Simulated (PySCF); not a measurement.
Calculated NMR data

[PySCF 2.14.0 with density-fitted response routines: J: B3LYP/pcJ-1 (spin–dipole term left out of most H,H and C,H couplings); GFN2-xTB structure; shieldings: GIAO PBE0/pcSseg-1; gas phase; one computed conformer; relativity neglected; equivalent nuclei averaged]

Chemical shifts δ = σref − σ; 1H (σref 31.72), 13C (σref 186.93) against TMS, all at this level. Multiplet labels drop J under 1 Hz and among equivalent protons, and merge close values. Unscaled 3J(H,H) run several per cent high. Where no couplings were computed, multiplicities follow the n + 1 count of equivalent neighbours, and m marks all less simple cases (inequivalent or close neighbours, rings, F or P nearby). One-bond C–F couplings are unscaled and too large by tens of Hz. Shifts are as computed. Against solution values, carbons near 30 ppm lie about +3 ppm off and those near 130 ppm about +5 ppm. Of 1309 compounds with measured shifts, 239 miss one by over three times the rms of a fit or turn the order of signals round; such compounds aren't used in these exercises. OH and NH positions are gas-phase values without hydrogen bonding to other molecules.

**1.** 2,2,2-trifluoroethylamine (NCC(F)(F)F, C2H4F3N). 1H NMR (400 MHz, computed): δ 3.52 (q, J = 7.7 Hz, 2H), 0.67 (br s, 2H). 13C{1H} NMR (computed): δ 134.6 (q, J = 345.4 Hz), 50.7 (q, J = 32.1 Hz).

**2.** SMILES [H]/N=C\[C@@H](N)[C@H]1C[SiH2]1, C4H10N2Si. 1H NMR (400 MHz, computed): δ 10.24 (br s, 1H), 7.71 (d, 1H), 2.67 (m, 1H), 2.48 (m, 1H), 1.89 (m, 1H), 1.06 (m, 1H), 0.85 (br s, 2H), 0.78 (m, 1H), 0.38 (m, 1H). 13C{1H} NMR (computed): δ 178.7 (CH), 68.2 (CH), 25.7 (CH), 0.8 (CH2).
